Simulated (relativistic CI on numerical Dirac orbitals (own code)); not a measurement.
# Sensitivity of the levels of Ar14+ to α and to the nuclear radius

Calculated at this level of theory: Dirac-Coulomb-Breit CI, orbitals from a KLI potential per configuration, derivatives by finite differences, unscaled Slater integrals, QED left out (own radial code, finite nucleus).

Configurations in the expansion (outside the closed core 1s2): 2s2, 2s 2p, 2p2, 2p 3s, 2p 3p, 2s 3s, 2s 3p, 2s 3d. Levels of other configurations are missing.

With x = (α/α₀)² − 1 an excitation energy changes as ω = ω₀ + qx; K = 2q/ω₀ is the relative enhancement. Terms are leading LS components, so labels can repeat. The field-shift factor is F = δν/δ⟨r²⟩ for the transition from the lowest level.

Lowest level 2s2 1S_0.

```
      Level  ω₀ (cm⁻¹)  q (cm⁻¹)       K  F (GHz/fm²)
2s 2p 3P°_0     230756      4227  0.0366          -17
2s 2p 3P°_1     237918     10890  0.0915          -17
2s 2p 3P°_2     254594     28270   0.222          -17
2s 2p 1P°_1     466681     22480  0.0964        -17.9
   2p2 3P_0     609959     23430  0.0768        -36.1
   2p2 3P_1     619950     35340   0.114        -36.1
   2p2 3P_2     633214     46560   0.147        -36.1
   2p2 1D_2     699549     47080   0.135        -36.1
   2p2 1S_0     856371     45970   0.107        -34.4
 2s 3s 3S_1    3936537     20310  0.0103        -9.16
 2s 3s 1S_0    3980601     21150  0.0106        -9.51
2s 3p 1P°_1    4047416     23250  0.0115        -14.7
2s 3p 3P°_0    4048762     21820  0.0108          -14
2s 3p 3P°_1    4053191     28110  0.0139        -14.5
2s 3p 3P°_2    4055602     28710  0.0142          -14
 2s 3d 3D_1    4109505     28550  0.0139        -14.1
 2s 3d 3D_2    4110360     29370  0.0143        -14.1
 2s 3d 3D_3    4111768     30770   0.015          -14
 2s 3d 1D_2    4156560     29870  0.0144        -14.1
2p 3s 3P°_0    4228504     26010  0.0123        -28.2
2p 3s 3P°_1    4234567     30300  0.0143        -28.1
2p 3s 3P°_2    4253588     51330  0.0241        -28.2
2p 3s 1P°_1    4291008     46030  0.0215        -27.1
```

At this charge energies of transitions that change n are usually good to better than 1 %, and those within a shell (Δn = 0) to a few per cent.
